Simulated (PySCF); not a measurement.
# Continuum solvent and chemical shifts

Bonds (- single, = double, # triple, : aromatic): N1#C2, C2-C3, C3-C4, C4-C5, C5-C6, C6-C7, C7-C8, C8-C3. C3 carries H9; C4 carries H10, H11; C5 carries H12, H13; C6 carries H14, H15; C7 carries H16, H17; C8 carries H18, H19. H11, H13, H15, H16, H18 are cis to C2 on the ring; H10, H12, H14, H17, H19 are trans to C2 on the ring.

GIAO PBE0/pcSseg-1 in PySCF 2.14.0 with density-fitted response routines on one PBE0-D3(BJ)/def2-SVP conformer, non-relativistic, equivalent nuclei averaged. Solvents enter as an IEF-PCM continuum (chloroform with ε = 4.7, tetrahydrofuran with ε = 7.4) around the gas-phase geometry. Shifts are referred to TMS computed in the same medium.

Gas phase, δ in ppm: C2 127.2, C4/C8 31.6, C6 28.0, C3 27.8, C5/C7 24.0, H9 2.45, H11/H18 1.77, H13/H16 1.75, H15 1.67, H12/H17 1.45, H10/H19 1.26, H14 1.08. Dipole moment 4.04 D.

(1) How does each δ change in the continuum?

(2) Which nuclei move most (in ppm), and what does the model miss?

Answers

(1) 
```json
{"atoms": "C2", "environment": "nitrile carbon", "Δδ, chloroform": "+5.3", "Δδ, tetrahydrofuran": "+6.0"}
{"atoms": "C4/C8", "environment": "sp3 CH2 in a ring", "Δδ, chloroform": "+0.1", "Δδ, tetrahydrofuran": "+0.1"}
{"atoms": "C6", "environment": "sp3 CH2 in a ring", "Δδ, chloroform": "+0.4", "Δδ, tetrahydrofuran": "+0.4"}
{"atoms": "C3", "environment": "sp3 CH α to a nitrile", "Δδ, chloroform": "+0.9", "Δδ, tetrahydrofuran": "+1.0"}
{"atoms": "C5/C7", "environment": "sp3 CH2 in a ring", "Δδ, chloroform": "+1.0", "Δδ, tetrahydrofuran": "+1.1"}
{"atoms": "H9", "environment": "hydrogen on an sp3 CH α to a nitrile", "Δδ, chloroform": "+0.28", "Δδ, tetrahydrofuran": "+0.33"}
{"atoms": "H11/H18", "environment": "hydrogen on an sp3 CH2 in a ring", "Δδ, chloroform": "+0.04", "Δδ, tetrahydrofuran": "+0.04"}
{"atoms": "H13/H16", "environment": "hydrogen on an sp3 CH2 in a ring", "Δδ, chloroform": "-0.14", "Δδ, tetrahydrofuran": "-0.17"}
{"atoms": "H15", "environment": "hydrogen on an sp3 CH2 in a ring", "Δδ, chloroform": "-0.01", "Δδ, tetrahydrofuran": "-0.02"}
{"atoms": "H12/H17", "environment": "hydrogen on an sp3 CH2 in a ring", "Δδ, chloroform": "+0.07", "Δδ, tetrahydrofuran": "+0.09"}
{"atoms": "H10/H19", "environment": "hydrogen on an sp3 CH2 in a ring", "Δδ, chloroform": "+0.18", "Δδ, tetrahydrofuran": "+0.21"}
{"atoms": "H14", "environment": "hydrogen on an sp3 CH2 in a ring", "Δδ, chloroform": "+0.07", "Δδ, tetrahydrofuran": "+0.09"}
```

Changes are relative to the gas phase. The dipole moment becomes 4.95 D in chloroform, 5.09 D in tetrahydrofuran.

(2) C2 (nitrile carbon, +6.0 ppm) in tetrahydrofuran. A continuum only polarises the solute; specific hydrogen bonds, the anisotropy of aromatic solvents and changes of geometry or conformer are outside it.
